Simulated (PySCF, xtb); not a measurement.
C5H4O2, SMILES C=C=C1OCC1=O.

Harmonic wavenumbers (cm⁻¹) from GFN2-xTB in xtb 6.7.1 at its own minimum, in rising order: 123, 134, 239, 307, 392, 519, 545, 586, 657, 785, 865, 906, 941, 972, 1039, 1080, 1121, 1199, 1304, 1412, 1450, 1850, 2055, 2968, 2978, 3067, 3073.

What does PBE-D3(BJ)/def2-SVP run with PySCF 2.14.0 give at its own minimum? (An estimate is asked for; the answer gives what the named calculation found.)

131, 133, 234, 319, 377, 550, 557, 588, 645, 753, 860, 944, 949, 950, 976, 1094, 1104, 1223, 1274, 1392, 1435, 1864, 2005, 2985, 3032, 3055, 3112. Paired by order, the mean absolute difference is 21 cm⁻¹ and the zero-point energies are 46.6 and 46.5 kcal/mol.
